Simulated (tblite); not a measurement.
Record of a relaxation.

Species: C5H15AsGe.
SMILES with atom numbers: `[CH3:1][AsH:2][GeH2:3][C:4]([CH3:5])([CH3:6])[CH3:7]` (hydrogens: H8, H9, H10 on C1; H11 on As2; H12, H13 on Ge3; H14, H15, H16 on C5; H17, H18, H19 on C6; H20, H21, H22 on C7)

Computed with GFN2-xTB (tblite), gas phase: L-BFGS steps from a force-field or distance-geometry start until the largest atomic force falls under 0.01 eV/Å. 7 of its 113 geometries are shown.

Step 0: E = -615.2545 eV, largest atomic force 2.376 eV/Å
```
atom  x, y, z in Å  |  force x, y, z in eV/Å
C1      3.964   -0.517   -0.006   -0.454   0.873   0.838
As2     2.128   -1.205   -0.354    0.071  -1.169  -2.067
Ge3     0.679    0.663   -0.110    1.320  -0.241   0.540
C4     -1.200    0.188   -0.038   -0.842  -0.009   0.818
C5     -1.516   -0.822    1.060   -1.051  -0.082   0.219
C6     -1.945    1.453    0.368    0.390   0.574   0.873
C7     -1.738   -0.280   -1.364   -0.985  -0.223  -0.057
H8      4.694   -0.899   -0.728   -0.225  -0.161   0.442
H9      3.950    0.591   -0.109   -0.068  -0.658   0.003
H10     4.197   -0.728    1.046    0.423  -0.041  -0.467
H11     1.829   -2.355    0.670    0.221   1.014   0.383
H12     1.089    1.411    1.185   -0.217   0.370  -0.316
H13     0.847    1.551   -1.369    0.125  -0.073   0.479
H14    -1.355   -0.382    2.067    0.192  -0.399  -0.602
H15    -0.998   -1.774    0.943    0.210   0.149   0.068
H16    -2.610   -1.048    0.996    0.702   0.045   0.154
H17    -2.989    1.249    0.658    0.302   0.214  -0.531
H18    -1.448    1.843    1.284   -0.363  -0.035  -0.392
H19    -1.835    2.233   -0.392   -0.412  -0.181   0.081
H20    -2.848   -0.240   -1.259    0.566  -0.051  -0.483
H21    -1.420    0.414   -2.152   -0.139  -0.391   0.027
H22    -1.485   -1.325   -1.598    0.232   0.474  -0.012
```

Step 19: E = -616.1738 eV, largest atomic force 0.189 eV/Å
```
atom  x, y, z in Å  |  force x, y, z in eV/Å
C1      3.887   -0.528   -0.023   -0.011  -0.009   0.015
As2     2.179   -1.359   -0.607   -0.065   0.038  -0.023
Ge3     0.739    0.527   -0.112   -0.034  -0.020  -0.023
C4     -1.268    0.203    0.025    0.182   0.040  -0.033
C5     -1.553   -0.853    1.083    0.025   0.016  -0.036
C6     -1.952    1.511    0.401    0.001  -0.014  -0.026
C7     -1.764   -0.275   -1.335    0.033   0.015   0.047
H8      4.714   -0.899   -0.629   -0.038  -0.030  -0.044
H9      3.859    0.554   -0.128   -0.041   0.031  -0.017
H10     4.096   -0.775    1.013    0.016   0.040   0.070
H11     1.879   -1.982    0.729   -0.030  -0.018   0.021
H12     1.159    1.361    1.107    0.035  -0.038  -0.010
H13     0.930    1.562   -1.231   -0.027  -0.008   0.065
H14    -1.294   -0.485    2.075    0.041   0.002   0.001
H15    -0.977   -1.758    0.885    0.014  -0.019  -0.003
H16    -2.609   -1.121    1.085   -0.058   0.006   0.017
H17    -3.016    1.353    0.574   -0.060  -0.023  -0.004
H18    -1.518    1.928    1.307    0.001  -0.004   0.017
H19    -1.843    2.241   -0.398    0.039   0.030  -0.017
H20    -2.853   -0.317   -1.355   -0.004  -0.033  -0.011
H21    -1.430    0.405   -2.120   -0.043  -0.028   0.013
H22    -1.376   -1.272   -1.550    0.023   0.026  -0.018
```

Step 37: E = -616.2013 eV, largest atomic force 0.099 eV/Å
```
atom  x, y, z in Å  |  force x, y, z in eV/Å
C1      3.810   -0.528   -0.036    0.011   0.021   0.007
As2     2.113   -1.391   -0.599   -0.041   0.036  -0.043
Ge3     0.758    0.536   -0.103   -0.081  -0.020  -0.053
C4     -1.237    0.214    0.023    0.058   0.001  -0.034
C5     -1.513   -0.843    1.083    0.005   0.014   0.005
C6     -1.944    1.513    0.380    0.007  -0.021   0.004
C7     -1.723   -0.289   -1.329   -0.007   0.002  -0.023
H8      4.646   -0.917   -0.616   -0.011  -0.043   0.004
H9      3.754    0.544   -0.211    0.021   0.029  -0.024
H10     4.015   -0.693    1.018    0.001  -0.014   0.021
H11     1.778   -1.968    0.751    0.034  -0.022   0.015
H12     1.238    1.270    1.148   -0.021   0.023   0.040
H13     0.944    1.634   -1.155    0.032  -0.029   0.012
H14    -1.176   -0.501    2.060    0.024   0.007   0.038
H15    -0.992   -1.770    0.840    0.001  -0.004   0.001
H16    -2.579   -1.059    1.147   -0.027  -0.007   0.004
H17    -3.018    1.354    0.471   -0.029   0.001  -0.007
H18    -1.573    1.900    1.328   -0.004   0.023   0.010
H19    -1.772    2.264   -0.390    0.006   0.001   0.018
H20    -2.801   -0.445   -1.320   -0.032  -0.021   0.010
H21    -1.493    0.432   -2.113    0.022   0.022  -0.007
H22    -1.243   -1.237   -1.580    0.031  -0.001   0.002
```

Step 56: E = -616.2145 eV, largest atomic force 0.116 eV/Å
```
atom  x, y, z in Å  |  force x, y, z in eV/Å
C1      3.808   -0.540   -0.066    0.002   0.003   0.005
As2     2.088   -1.361   -0.625    0.019   0.027  -0.029
Ge3     0.750    0.552   -0.046   -0.044   0.002  -0.107
C4     -1.242    0.231    0.025   -0.011  -0.013   0.022
C5     -1.503   -0.823    1.094   -0.008  -0.017   0.007
C6     -1.980    1.518    0.370    0.023  -0.003   0.001
C7     -1.701   -0.293   -1.331    0.019   0.000   0.020
H8      4.644   -1.044   -0.551   -0.031  -0.020   0.031
H9      3.834    0.508   -0.364   -0.011  -0.041  -0.009
H10     3.944   -0.599    1.011    0.005   0.030  -0.023
H11     1.803   -2.019    0.699    0.011  -0.005   0.017
H12     1.173    1.272    1.232    0.017   0.025   0.024
H13     0.983    1.638   -1.096    0.019   0.045   0.028
H14    -1.110   -0.495    2.057   -0.037   0.010  -0.003
H15    -1.009   -1.758    0.824   -0.013  -0.021   0.006
H16    -2.570   -1.018    1.206    0.001   0.001  -0.002
H17    -3.059    1.356    0.396    0.045  -0.023   0.009
H18    -1.661    1.884    1.346   -0.026   0.007  -0.004
H19    -1.768    2.290   -0.368    0.005  -0.011  -0.006
H20    -2.761   -0.551   -1.312    0.047   0.012  -0.004
H21    -1.543    0.457   -2.106    0.002  -0.002   0.030
H22    -1.131   -1.186   -1.597   -0.031  -0.008  -0.013
```

Step 75: E = -616.2391 eV, largest atomic force 0.073 eV/Å
```
atom  x, y, z in Å  |  force x, y, z in eV/Å
C1      3.827   -0.560   -0.118    0.014  -0.002  -0.013
As2     2.079   -1.285   -0.701    0.011   0.013  -0.014
Ge3     0.754    0.601   -0.002    0.024   0.013  -0.036
C4     -1.231    0.228    0.051   -0.052   0.019   0.035
C5     -1.523   -0.821    1.117    0.015  -0.010   0.010
C6     -2.009    1.497    0.360   -0.026   0.047   0.022
C7     -1.658   -0.297   -1.313    0.012  -0.005  -0.001
H8      4.615   -1.286   -0.326   -0.042   0.039   0.025
H9      4.052    0.350   -0.676   -0.026  -0.064   0.023
H10     3.834   -0.331    0.945    0.004   0.031  -0.032
H11     1.805   -2.002    0.595   -0.005  -0.013   0.000
H12     1.187    1.235    1.320   -0.019  -0.010   0.033
H13     0.967    1.781   -0.954   -0.024  -0.031   0.013
H14    -1.152   -0.495    2.089   -0.001   0.010  -0.006
H15    -1.042   -1.767    0.862    0.010  -0.009  -0.001
H16    -2.597   -0.993    1.204    0.035  -0.023  -0.013
H17    -3.082    1.305    0.320   -0.007  -0.001   0.021
H18    -1.764    1.867    1.353    0.023   0.030   0.023
H19    -1.777    2.274   -0.365    0.019   0.032   0.000
H20    -2.701   -0.611   -1.296   -0.010  -0.012  -0.014
H21    -1.549    0.482   -2.065    0.037  -0.002  -0.049
H22    -1.044   -1.151   -1.603    0.007  -0.054  -0.025
```

Step 93: E = -616.2533 eV, largest atomic force 0.032 eV/Å
```
atom  x, y, z in Å  |  force x, y, z in eV/Å
C1      3.815   -0.555   -0.142   -0.006  -0.001   0.013
As2     2.066   -1.246   -0.750    0.008   0.004  -0.005
Ge3     0.742    0.614    0.014    0.027   0.016   0.007
C4     -1.237    0.227    0.058    0.007  -0.013  -0.012
C5     -1.524   -0.828    1.117   -0.003  -0.010   0.010
C6     -2.007    1.500    0.376   -0.006   0.001  -0.006
C7     -1.633   -0.305   -1.313   -0.011  -0.007  -0.015
H8      4.551   -1.359   -0.147   -0.007   0.015  -0.005
H9      4.156    0.218   -0.830   -0.006  -0.012   0.001
H10     3.768   -0.131    0.859   -0.012   0.001  -0.010
H11     1.781   -1.998    0.525    0.007  -0.006   0.009
H12     1.162    1.187    1.370    0.010  -0.006   0.003
H13     0.921    1.839   -0.882    0.016  -0.010   0.005
H14    -1.214   -0.476    2.101    0.005  -0.003  -0.001
H15    -0.986   -1.751    0.892    0.009   0.001  -0.001
H16    -2.589   -1.059    1.158   -0.003   0.001  -0.004
H17    -3.082    1.318    0.368   -0.014  -0.015   0.007
H18    -1.728    1.873    1.360   -0.011   0.018  -0.003
H19    -1.786    2.273   -0.358    0.000   0.009  -0.005
H20    -2.691   -0.570   -1.345    0.008   0.016   0.009
H21    -1.445    0.445   -2.082    0.001  -0.012   0.010
H22    -1.050   -1.199   -1.552   -0.020   0.013  -0.007
```

Step 112: E = -616.2551 eV, largest atomic force 0.009 eV/Å
```
atom  x, y, z in Å  |  force x, y, z in eV/Å
C1      3.805   -0.549   -0.141   -0.001   0.001  -0.001
As2     2.063   -1.259   -0.746    0.001  -0.001  -0.001
Ge3     0.749    0.607    0.016    0.002   0.002   0.001
C4     -1.234    0.230    0.057    0.003  -0.002  -0.004
C5     -1.515   -0.829    1.114   -0.002  -0.001   0.000
C6     -2.011    1.500    0.374    0.002   0.001   0.000
C7     -1.638   -0.298   -1.314    0.000   0.000  -0.003
H8      4.549   -1.346   -0.131   -0.001   0.002   0.001
H9      4.141    0.214   -0.841    0.002   0.001  -0.002
H10     3.748   -0.108    0.851   -0.001  -0.002  -0.002
H11     1.786   -2.007    0.533    0.003  -0.002   0.008
H12     1.175    1.164    1.377    0.000  -0.001  -0.001
H13     0.955    1.831   -0.874   -0.002   0.001   0.004
H14    -1.213   -0.475    2.099    0.000   0.000   0.002
H15    -0.964   -1.745    0.891    0.001  -0.003   0.000
H16    -2.578   -1.072    1.149   -0.006  -0.001   0.004
H17    -3.084    1.302    0.383    0.000   0.000   0.001
H18    -1.726    1.889    1.351    0.002   0.002   0.003
H19    -1.809    2.267   -0.371   -0.002   0.003  -0.001
H20    -2.703   -0.530   -1.346    0.001   0.000  -0.002
H21    -1.425    0.443   -2.085   -0.003  -0.002  -0.004
H22    -1.081   -1.209   -1.549    0.000   0.002  -0.002
```

**Question.** Summarise the path.

**Answer.** The energy falls by 23.07 kcal/mol from step 0 to step 112; nine tenths of that is first reached at step 14. It rises by more than 0.2 meV at step 62. The largest force goes from 2.376 to 0.009 eV/Å. Among the bonds Ge3–C4 changes most, from 1.939 to 2.019 Å; the atoms move by 0.387 Å rms after alignment.

What follows is the cost of the whole relaxation. On one thread, Arm Neoverse V1 (aarch64) (shared host), this took 1.0 s.
